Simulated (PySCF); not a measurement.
A structure optimised at PBE0-D3(BJ)/def2-SVP, used in a PySCF frequency run:

```xyz
17

Si    -0.4092    -0.8735    -2.1346
Si     0.0011     0.0004    -0.0002
Si    -0.0204     2.3408    -0.0973
Si    -1.6639    -0.7342     1.4749
Si     2.0929    -0.7333     0.7571
H     -1.7454    -0.4174    -2.6281
H     -0.3957    -2.3684    -2.0890
H      0.6429    -0.4099    -3.0911
H      0.2516     2.9145     1.2569
H     -1.3566     2.8220    -0.5662
H      1.0282     2.8260    -1.0470
H     -3.0055    -0.2632     1.0109
H     -1.6718    -2.2285     1.5380
H     -1.4103    -0.1943     2.8464
H      2.1203    -2.2273     0.8211
H      3.1690    -0.2700    -0.1725
H      2.3653    -0.1863     2.1222
```
Charge 0, spin multiplicity 1.

Question: Write its SMILES and formula.

Answer: [SiH3][Si]([SiH3])([SiH3])[SiH3], H₁₂Si₅

Question: What are its rotational constants (standard atomic weights)?

Answer: 1.0263, 1.0258, 1.0253 GHz
